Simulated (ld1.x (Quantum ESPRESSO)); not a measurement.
Transferability test, TM potential for Sn

```json
{
  "Element": "tin",
  "Generator": "ld1.x (Quantum ESPRESSO) 7.5",
  "Type": "norm-conserving Troullier–Martins (Kleinman–Bylander form)",
  "Functional": "LDA (PZ)",
  "Relativity": "fully relativistic",
  "Frozen core": "[Kr] 4d10",
  "Valence charge": "4",
  "Reference configuration": "5s2 5p2",
  "Partial waves": "5s (bound): rc 2.15 bohr; 5p (bound): rc 2.10 bohr; 5d channel at -0.15 Ry: rc 2.10 bohr",
  "Local potential": "all-electron potential smoothed inside 1.60 bohr (lloc = -1)",
  "Core correction": "Bessel-smoothed model core inside 1.80 bohr"
}
```

Open shells are filled in proportion to 2j + 1 (rel_dist='average').

Energies are relative to the spin-unpolarised reference configuration 5s2 5p2; without spin polarisation the order of configurations can differ from experiment.

| valence configuration | charge | ΔE all-electron (eV) | error AE − PS (meV) |
| --- | --- | --- | --- |
| 5s2 5p1 | +1 | 7.112 | -4.6 |
| 5s2 5p0 | +2 | 21.395 | -61 |
| 5s1 5p2 | +1 | 14.826 | -18 |
| 5s2 5p2.3 | -0.3 | -0.903 | +0.1 |
| 5s0 5p4 | 0 | 14.359 | -30 |

(1) What are ΔE and the potential's error for 5s2 5p1.5?

(2) What are ΔE and the potential's error for 5s1 5p0?

Note: ghost states, extra bound levels that the all-electron valence spectrum of the same l lacks: d3/2 at -120.6 eV, d5/2 at -96.6 eV, s at -59.7 eV. A true bound ghost makes a file unfit for plane-wave use.

Answers

(1) ΔE = 2.723 eV all-electron; the error (AE − PS) is -0.4 meV.

(2) ΔE = 52.844 eV all-electron; the error (AE − PS) is -336 meV.
